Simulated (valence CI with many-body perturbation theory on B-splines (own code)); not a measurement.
# Xe¹⁵⁺ in brief

Level of theory: configuration interaction combined with many-body perturbation theory (CI+MBPT): three valence electrons over a frozen Dirac-Fock core [Kr], a basis of 7 s, 7 p, 8 d, 6 f, 4 g, 1 h functions for each j, with the one-electron correlation potential Σ1 (screened to all orders), the two-electron term Σ2, the three-electron term Σ3, Breit, model QED; selected single and double excitations, second order for the rest, scaled by the run's own slope (own B-spline code, finite nucleus).

No measured spectrum was set against this ion. As an estimate, terms of the open shell hold to 2 to 4 % of their energy, and close levels can change places. Only levels of the ground parity were solved; by the run's estimate the other parity begins above the list, which can be wrong where configurations are misplaced.

Names give the largest LS component (configuration and term), which can be under half, so a name can repeat, a term be missing and a line seem to break the LS rules; names also repeat where a configuration has a term twice.

Rates and lifetimes use the calculated energies. Strong lines usually hold to 10 to 20 %, long lifetimes can be off by a factor of two.

**Question.** What is the ground level?

**Answer.** 4d³ ⁴F_3/2, composition 84 % 4d³ ⁴F + 13 % 4d³ ²D, g = 0.474.

**Question.** How well does LS coupling describe the low levels?

**Answer.** Among the lowest 19 levels the leading LS term, summed over configurations, holds 78 % on average. For single configurations the figures are 78 % in LS and 75 % in jj coupling. Terms mix most in the J = 3/2 level at 6.716 eV, where the leading one holds 47 %.

**Question.** What is the ionisation energy?

**Answer.** 374.34 eV; NIST lists 374 ± 3 eV (theoretical).
